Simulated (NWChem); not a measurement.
# BNH anion

```xyz
3

B      0.0000     0.0000    -0.5934
N      0.0000     0.0000     0.6691
H      0.0000     0.0000    -1.7893
```
Atoms are numbered in this order, from 1.

Computed with NWChem. Pople sets run with spherical d functions. Sets without diffuse functions describe the anion's extra electron poorly. Structure relaxed at the B3LYP/def2-SVPD level. Vzz is the largest principal value of the second derivative of the potential at the nucleus (NWChem prints the opposite sign); η is the asymmetry. Non-relativistic.

For level Hartree-Fock/6-31G*:

```
Item           Result
-------------  ------
Vzz N2 (a.u.)  -0.866
```

Task: Estimate the same quantities for level Hartree-Fock/def2-SVP.

Result: The vzz N2 (a.u.) comes out as -1.002.
